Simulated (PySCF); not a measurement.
# Reading the logs of faulty runs: ClH4OSi2

All numbers below are calculated, not measured. The program is PySCF 2.14.0, an open-source quantum chemistry code, run on an isolated molecule that a program drew, which may never have been made. The molecule is ClH4OSi2 (charge 0, doublet), drawn as the SMILES string `O[SiH]([SiH2])Cl`.

Each row is a Hartree-Fock (HF) and frozen-core CCSD(T) single point in the cc-pV(D+d)Z basis, meant for a local HF minimum. Run 1 is clean. Each other run has one planted mistake out of seven kinds, and not every kind appears here: one electron removed, one electron added, multiplicity raised by two, geometry at a saddle point, minimal basis STO-3G, one bond length entered in bohr, all coordinates scaled. The reference is restricted for singlets and unrestricted otherwise, and also for a bond in bohr. Adding or removing an electron swaps singlet and doublet. Electrons count all cores. HOMO and LUMO are orbital energies over both spins, the gradient is its largest component, and the lowest frequency (negative if imaginary) is given only where the gradient is small. Bond lengths are over the 7 bonds as drawn. T1 is the CCSD diagnostic: over 0.02 (restricted) or 0.045 (unrestricted) a single reference is doubtful.

Geometry of the clean run:
```xyz
8
ClH4OSi2, angstrom
O     0.1925   -0.3280   -2.3682
Si    0.5147   -0.6790   -0.7991
Si   -1.4425   -0.7101    0.5000
Cl    1.4574   -2.5343   -0.6827
H    -0.3296   -0.9179   -2.8918
H     1.4823    0.3238   -0.3407
H    -1.2049   -1.0994    1.9095
H    -2.5006   -1.5610   -0.0977
```

```
run  electrons  basis functions  <S^2>  HOMO (eV)  LUMO (eV)  gradient (hartree/bohr)  lowest frequency (cm^-1)  mean bond (Å)  longest bond (Å)      T1  HF (hartree)  CCSD(T) (hartree)                          mistake
  1         57              103  0.758      -9.09       0.79                  1.6e-05                        96         1.6359             2.349  0.0131   -1114.63415        -1115.19855                         no fault
  2         57               36  0.754      -6.71       5.46                  4.5e-02                         -         1.6359             2.349  0.0090   -1101.98413        -1102.12264             minimal basis STO-3G
  3         57              103  1.322      -9.17       0.72                  1.8e-02                         -         1.9345             4.440  0.0530   -1114.55184        -1115.10333  one bond length entered in bohr
  4         57              103  0.758      -8.95       0.95                  3.8e-02                         -         1.5721             2.258  0.0124   -1114.62069        -1115.18162           all coordinates scaled
  5         56              103  0.000     -16.63      -7.23                  5.4e-02                         -         1.6359             2.349  0.0178   -1114.33374        -1114.89465             one electron removed
  6         58              103  0.000      -1.02       8.07                  4.7e-02                         -         1.6359             2.349  0.0122   -1114.63590        -1115.22993                                ?
```

**Which mistake was planted in run 6, and what did it cost?**

It counts 58 electrons, one more than the clean run, at the same geometry and basis. So the mistake is: one electron added. Subtracting run 1 and multiplying by 627.51 kcal/mol a hartree, the energy moved by -1.1 kcal/mol in HF and -19.7 kcal/mol in CCSD(T).

Cautions from the logs. Run 3: T1 is over the limit, so its CCSD(T) energy is less reliable.
